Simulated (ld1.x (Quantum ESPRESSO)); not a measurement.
## Which change was made? (Br, TM)

bromine, norm-conserving Troullier–Martins (Kleinman–Bylander form), made with ld1.x (Quantum ESPRESSO) 7.5 (LDA (PZ), fully relativistic). Core [Ar] 3d10, reference 4s2 4p5. Waves: 4p (bound): rc 1.50 bohr; 4d channel at 0.35 Ry: rc 1.30 bohr; 4s (bound): rc 1.30 bohr. Local part: the s channel. Core correction: Bessel-smoothed model core inside 0.90 bohr.

Open shells are filled in proportion to 2j + 1 (rel_dist='average').

Cutoffs, loose and tight: the cutoffs (Ry, on a coarse ladder) from which the occupation-weighted sum of valence levels, in a spherical-Bessel basis at the reference potential, stays within 10 and 1 mRy of its value at 400 Ry. They do not see the model core or the augmentation charge, which bear on the density cutoff. Test errors are all-electron minus pseudo excitation energies from the reference, over the configurations 4s2 4p4; 4s2 4p3; 4s2 4p2; 4s1 4p6; 4s1 4p5; 4s2 4p4.5; 4s2 4p5.3; variants that change the core or the reference have their own tests. The largest error is taken over the tests solved by every variant that gives reliable tests at all, those not shown here included: 4s1 4p5; 4s1 4p6; 4s2 4p2; 4s2 4p3; 4s2 4p4; 4s2 4p4.5.

The base gives: outcome: generated; cutoff, loose: 50 Ry; cutoff, tight: 90 Ry; bound ghosts: d5/2, d3/2; largest test error (meV): +12.

(1) After one change the result is: outcome: generated; cutoff, loose: 120 Ry; cutoff, tight: 300 Ry; bound ghosts: p3/2, d3/2, d5/2; largest test error (meV): -9.5. Which change was it?
A. all radii but the core radius scaled by about 1.08 (s 1.40, p 1.62, d 1.40 bohr)
B. all radii but the core radius scaled by about 1.39 (s 1.80, p 2.08, d 1.80 bohr)
C. all radii but the core radius scaled by about 0.93 (s 1.20, p 1.40, d 1.20 bohr)
D. all radii but the core radius scaled by about 1.23 (s 1.60, p 1.84, d 1.60 bohr)
E. all radii but the core radius scaled by about 0.83 (s 1.08, p 1.24, d 1.08 bohr)

Results:

(1) E. The others give: all radii but the core radius scaled by about 1.23 (s 1.60, p 1.84, d 1.60 bohr) → outcome: generated; cutoff, loose: 45 Ry; cutoff, tight: 60 Ry; bound ghosts: d5/2, d3/2; largest test error (meV): +6.0 | all radii but the core radius scaled by about 0.93 (s 1.20, p 1.40, d 1.20 bohr) → outcome: generated; cutoff, loose: 55 Ry; cutoff, tight: 120 Ry; bound ghosts: p3/2, d5/2, d3/2; largest test error (meV): -4.8 | all radii but the core radius scaled by about 1.39 (s 1.80, p 2.08, d 1.80 bohr) → outcome: generated; cutoff, loose: 35 Ry; cutoff, tight: 50 Ry; bound ghosts: p3/2; largest test error (meV): -40 | all radii but the core radius scaled by about 1.08 (s 1.40, p 1.62, d 1.40 bohr) → outcome: generated; cutoff, loose: 45 Ry; cutoff, tight: 70 Ry; bound ghosts: d5/2, d3/2; largest test error (meV): +19.
